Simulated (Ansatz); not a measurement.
def2 core potentials replace the inner electrons of Sn.

Method: Ansatz (an electronic-structure program) with frozen-core CCSD(T)/def2-TZVPP // PBE0-D3(BJ)/def2-SVP.

Ansatz 0.2 input:
```yaml
crystal:
  periodic: [false, false, false]
  atoms:
    - { symbol: Cl, position_ang: [-1.163309, -1.868517, -0.211781] }
    - { symbol: Sn, position_ang: [-0.002255, 0.002129, 0.641164] }
    - { symbol: Cl, position_ang: [-1.034863, 1.941337, -0.223728] }
    - { symbol: Cl, position_ang: [2.200426, -0.074949, -0.205654] }
basis:
  gaussian: { orbitals: def2-TZVPP }
correlation:
  method: ccsd_t
magnetization:
  spin_polarized: true
  initial_magnetization: 1
```

Output:

```
Functional definition: HF
1220 factors; integrals over basis functions are off by at most 1.1e-3 eV
mean field evaluation 1: about -43318.9446 eV, gradient 1.6e1 eV
mean field evaluation 2: about -43319.1043 eV, gradient 1.6e1 eV
mean field evaluation 4: about -43321.0019 eV, gradient 2.0e0 eV
mean field evaluation 8: about -43321.1068 eV, gradient 3.3e-1 eV
mean field evaluation 16: about -43321.1101 eV, gradient 5.5e-6 eV
mean field evaluation 32: about -43316.8021 eV, gradient 6.4e-1 eV
mean field evaluation 64: about -43317.1192 eV, gradient 1.0e0 eV
mean field -43321.11005933 eV, -1592.0214305772 hartree, gradient 5.5e-6 eV, S^2 0.763864; 0 other end points of the search recorded, 0 dependent functions left out
19 core orbitals not correlated
reference -43321.11005933 eV, -1592.0214305772 hartree; 18, 17 occupied and 139, 140 virtual orbitals, 1220 factors
second order -23.19755201 eV of doubles, -0.00000000 eV of singles
cycle   1  -23.63392020 eV  change   -4.4e-1 eV  update   1.1e-1
cycle   2  -24.14215015 eV  change   -5.1e-1 eV  update   3.1e-2
cycle   3  -24.26269505 eV  change   -1.2e-1 eV  update   2.1e-2
cycle   4  -24.24992973 eV  change    1.3e-2 eV  update   7.8e-3
cycle   5  -24.24661369 eV  change    3.3e-3 eV  update   4.1e-3
cycle   6  -24.24869390 eV  change   -2.1e-3 eV  update   1.7e-3
cycle   7  -24.24904860 eV  change   -3.5e-4 eV  update   8.4e-4
cycle   8  -24.24912089 eV  change   -7.2e-5 eV  update   3.0e-4
cycle   9  -24.24916391 eV  change   -4.3e-5 eV  update   1.4e-4
cycle  10  -24.24904854 eV  change    1.2e-4 eV  update   5.6e-5
cycle  11  -24.24908758 eV  change   -3.9e-5 eV  update   3.1e-5
cycle  12  -24.24910559 eV  change   -1.8e-5 eV  update   1.1e-5
perturbative correction -0.99199155 eV, -0.0364550170 hartree
Total energy: -43346.35115647 eV, -1592.9490237881 hartree
```

Cost: around 90 core-seconds (rough).
